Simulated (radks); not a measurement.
The germanium ion Ge+ inside a hard spherical wall (all orbitals vanish at R), configuration held at [Ar] 3d10 4s2 4p1 and not refilled when levels cross. All-electron calculation, non-relativistic Kohn-Sham, PBEsol, spin-polarised, spherical densities, point nucleus; open shells are filled with parallel spins first. Program: a radial shooting solver on a logarithmic mesh with Libxc functionals. Eigenvalues in eV for spin up, with the zero of energy where the potential of the charges vanishes at infinity; a dash marks a level that is unbound or too diffuse for the functional's potential to be trusted. A positive occupied level is held by the wall or, in an anion where self-interaction has pushed it up, behind a barrier. The pressure on the wall is -dE/dV.

R (bohr)  E (hartree)  kinetic (hartree)    e(3p)    e(3d)    e(4s)    e(4p)  e(5s, empty)  e(4d, empty)  pressure (GPa)
free      -2074.86957           2073.386  -123.18  -39.161  -19.925  -11.714             -             -               0
10        -2074.86956           2073.386  -123.18  -39.160  -19.924  -11.713        -4.361        -3.042        0.000434
6         -2074.86278           2073.442  -122.89  -38.875  -19.719  -11.408        -0.125        -0.980           0.692
4         -2074.70832           2074.258  -120.23  -36.280  -17.278   -7.781        19.718         7.479            38.2
3         -2074.01269           2077.010  -114.51  -30.728   -9.238    2.893        61.965        24.958             391
2.5       -2072.72905           2081.513  -107.78  -24.068    3.574   18.504        114.85        46.457            1550
1.5       -2053.76395           2141.413  -55.567   32.641   152.42   177.37        537.14        214.62           61900
